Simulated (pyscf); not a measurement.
PySCF, gas phase, ωB97X-D3(BJ)/def2-SVP geometries.

Task: Estimate the classical barrier height and the reaction energy of H₃C–Si•(CH₃)–Cl -> •H₂C–SiH(CH₃)–Cl at ωB97M-D3(BJ)/def2-TZVP. The step runs on the doublet surface, breaks C–H and forms H–Si; take the reactant's lowest minimum found as zero.

Result: ΔE‡ = 49.5 kcal/mol, ΔE = +10.1 kcal/mol. Zero-point energy shifts the barrier by -4.0 kcal/mol. It is a hydrogen shift, with an imaginary mode of 1839i cm⁻¹. This is the saddle that the search found; another between the same sides may lie lower.
